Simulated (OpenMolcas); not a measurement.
A run on Cr2+ among 6 point charges of -1.43 e arranged as a trigonal prism (D3h), 1.84 Å from the ion, with a polar angle of 43.7° against the regular 49.1°.

```json
{"Program": "OpenMolcas 26.06", "Method": "SS-CASPT2, IPEA 0.25 Eh, imaginary shift 0.1 Eh (closed shells correlated: 3s 3p)", "Basis": "ANO-RCC-VDZP [5s4p2d1f]", "Scalar Hamiltonian": "DKH2, point nucleus", "Active space": "4 electrons in 5 orbitals (3d)", "State averaging": "2S+1 = 5 even, 5 roots; 2S+1 = 3 even, 45 roots; 2S+1 = 1 even, 50 roots", "Spin-orbit coupling": "RASSI with atomic mean-field integrals over the reference wave functions"}
```

First CASPT2 step and the start of its output:

```
&CASPT2
Multistate=5 1 2 3 4 5
NoMult
Frozen=5
IPEA=0.25
Imaginary=0.1
MaxIter=60
WThr=0.0 0.3 0.05
PrWF=0.5
NoMix
```

```
--- CASPT2 ---
Orbital specifications:
      -----------------------

      Symmetry species                           1
                                                 a
      Frozen orbitals                            5
      Inactive orbitals                          4
      Active orbitals                            5
      Secondary orbitals                        20
      Deleted orbitals                           0
      Number of basis functions                 34
Type of calculation                        SS-CASPT2
      Fock operator                              state-specific
      IPEA shift                                 0.25
      Real shift                                 0.00
      Imaginary shift                            0.10
      The input orbitals will be transformed to quasi-canonical
Reference energy:       -1053.8713837299
      E2 (Non-variational):      -0.3219222368
      Shift correction:          -0.0007536935
      E2 (Variational):          -0.3226759303
      Total energy:           -1054.1940596602
      Residual norm:              0.0000007238
      Reference weight:           0.92165
      Contributions to the CASPT2 correlation energy
      Active & Virtual Only:         -0.0569083221
      One Inactive Excited:          -0.1408746503
      Two Inactive Excited:          -0.1241392644
Reference energy:       -1053.8713837024
      E2 (Non-variational):      -0.3219233893
      Shift correction:          -0.0007538259
      E2 (Variational):          -0.3226772153
      Total energy:           -1054.1940609177
      Residual norm:              0.0000007159
      Reference weight:           0.92164
      Contributions to the CASPT2 correlation energy
      Active & Virtual Only:         -0.0569087569
...
```

Over all roots the printed reference weights run from 0.68 to 0.94, and roots that are degenerate in the reference spread by up to 810 cm-1.

Q: Did the run give usable levels, and if not, why?

A: No. The equations converged, but the reference weight falls to 0.68 for at least one root against 0.94 for the best. A drop of that size marks an intruder state, so the energies of such roots and the levels built on them can't be trusted.
